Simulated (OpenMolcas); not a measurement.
# Ar2+: effect of the active space

- Program: OpenMolcas 26.06
- Method: XMS-CASPT2 or its RAS form, IPEA 0.25 Eh, imaginary shift 0.1 Eh
- Basis: ANO-RCC-VTZP
- Scalar Hamiltonian: DKH2, point nucleus
- Spin-orbit coupling: RASSI with atomic mean-field integrals over the reference wave functions, term energies averaged over their components

A. 4 electrons in 3 orbitals (3p); 2S+1 = 3 even, 3 roots; 2S+1 = 1 even, 6 roots; closed shells correlated: 2s 2p 3s; CASPT2 step of the order of 0.6 core-seconds
B. 6 electrons in 4 orbitals (3s 3p); 2S+1 = 3 even, 3 roots; 2S+1 = 1 even, 6 roots; 2S+1 = 3 odd, 3 roots; 2S+1 = 1 odd, 3 roots; closed shells correlated: 2s 2p; CASPT2 step about 1.3 core-seconds
C. 6 electrons in 8 orbitals (3s 3p 4s 4p); 2S+1 = 3 even, 3 roots; 2S+1 = 1 even, 6 roots; 2S+1 = 3 odd, 3 roots; 2S+1 = 1 odd, 3 roots; closed shells correlated: 2s 2p; CASPT2 step of the order of 5 core-seconds
D. 6 electrons in 9 orbitals (RAS2 3s 3p; RAS3 3d, at most 2 electrons); 2S+1 = 3 even, 3 roots; 2S+1 = 1 even, 7 roots; 2S+1 = 3 odd, 3 roots; 2S+1 = 1 odd, 3 roots; closed shells correlated: 2s 2p; CASPT2 step roughly 7 core-seconds

Energies in cm⁻¹ above 3s² 3p⁴ ³P₂, the measured ground level; measured values from Saloman, J. Phys. Chem. Ref. Data 39, 033101 (2010).

| Level | A | B | C | D | Measured |
| --- | --- | --- | --- | --- | --- |
| 3s² 3p⁴ ³P₂ | 0.0 | 0.0 | 0.0 | 0.0 | 0.0 |
| 3s² 3p⁴ ³P₁ | 1033 | 1033 | 1016 | 998 | 1112 |
| 3s² 3p⁴ ³P₀ | 1474 | 1474 | 1448 | 1425 | 1570 |
| 3s² 3p⁴ ¹D₂ | 14560 | 14730 | 14850 | 14570 | 14010 |
| 3s² 3p⁴ ¹S₀ | 35460 | 34850 | 35140 | 34180 | 33266 |

Deviations, from unrounded energies. A percentage is the sum of absolute deviations over the sum of measured energies, with the sign that they share, or ± where signs differ.

```csv
Against measurement,Levels,A,B,C,D
mean absolute deviation (cm-1),4,730,620,730,430
fine structure of the ground term (%),2,-6.6,-6.5,-8.1,-9.7
other terms of the ground configuration (%),2,+5.8,+4.9,+5.8,+3.1
```

D lies closest to measurement on these levels and C furthest from it. The largest miss of D in the table is 3s² 3p⁴ ¹S₀, by +910 cm-1. The ranking rests on the paired levels alone, and a cruder setting can come out closer through cancelling errors.

The two smallest mean deviations differ by little beside CASPT2's spread within terms, so their order carries little weight.

Among A to D the level of the table that moves most is 3s² 3p⁴ ¹S₀, by 1300 cm-1 (lowest in D, highest in A). Moves below CASPT2's spread within the term are not significant.

Term energies are means over components that CASPT2 splits; among the terms shown or strongly mixed into the levels shown the widest spread is 890 cm-1 (3s² 3p⁴ ¹D, A). Over all roots computed the reference weight is 0.86 to 0.96 in B, 0.85 to 0.96 in C; the roots of lowest weight are the least certain, and an intruder state may touch them. With the s shell closed, the reference lacks s² → p² mixing (holds for A). Active for correlation alone: 4p 4s; no level in the range computed is led by a configuration that fills them, so any true level of that kind is missing (holds for C). Active for correlation alone: 3d; no level in the range computed is led by a configuration that fills it, so any true level of that kind is missing (holds for D). Computed and measured levels are paired by configuration, term and J; levels that our copy of the source lacks, or whose pairing is in doubt (as where it misses far off the trend of its configuration), stay unpaired and out of the deviations. Only configurations of the active space appear. Levels that lie high or do not pair safely by name in every column are left out.
